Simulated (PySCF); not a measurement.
Mo(NMe)(S)(F)2 (CH₃F₂MoNS), SMILES C[N]=[Mo]([F])([F])=[S], multiplicity 1.

The structure is a stationary point at B3LYP-D3(BJ)/def2-SVP. The multiplicity is an assumed one; no other spin state was optimised. The structure was generated by enumeration; whether it is a known compound was not checked. The def2 effective core potentials stand for the cores of Mo; spin–orbit coupling is left out.

Two levels are set side by side: PBE/def2-TZVP (PySCF) and ωB97X/def2-TZVP (PySCF). Same geometry, gas phase. Differences are taken from unrounded values.

```csv
quantity,ωB97X,PBE,PBE minus ωB97X
orbital gap (eV),9.02,2.98,-6.04
highest occupied level (eV),-9.89,-6.49,3.40
lowest empty level (eV),-0.87,-3.51,-2.64
dipole moment (D),3.12,2.92,-0.20
mean polarisability (bohr³),78.7,81.8,3.1
```

Without exact exchange PBE keeps part of each electron's self-repulsion, which lifts occupied levels and narrows the gap. PBE's more diffuse valence density responds more strongly to a field. Differences between two approximate levels are no errors against the true value.

Rough cost on one machine, each run with all the roots and properties that it gave: ωB97X against PBE within a factor of 2.
